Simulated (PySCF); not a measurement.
## Computed vibrations of [BiH]2+

[BiH]2+ (singlet). PySCF 2.14.0, RKS B3LYP, Bi def2-SVP with ECP60, H def2-SVP; non-relativistic Hamiltonian with scalar-relativistic core potentials where named; density fitting; no spin-orbit coupling. Central differences of gradients.

```xyz
2

Bi    0.0000    0.0000   -0.0088
H     0.0000    0.0000    1.8168
```

Run from Python with OMP_NUM_THREADS=2. Where DIIS fails, smearing, a level shift and second-order steps follow.
It took 1.5 s on 2 threads of Arm Neoverse V1, on a shared host.

(1) What are the harmonic wavenumbers and infrared intensities?

(2) Is this a minimum?

## Answers

(1) Modes are labelled in C∞v; negative numbers are unstable modes, those under 60 cm⁻¹ near the noise; a finer grid moves soft modes by up to 10 cm⁻¹.
```csv
cm⁻¹,km/mol,symmetry
1799,6.3,σ+
```

(2) Yes. Ideal gas at 298.15 K and 1 bar: S = 214.8 J/(mol K), Cp = 29.2 J/(mol K), H − H(0 K) = 8.7 kJ/mol (rigid rotor, harmonic modes, spin degeneracy alone).
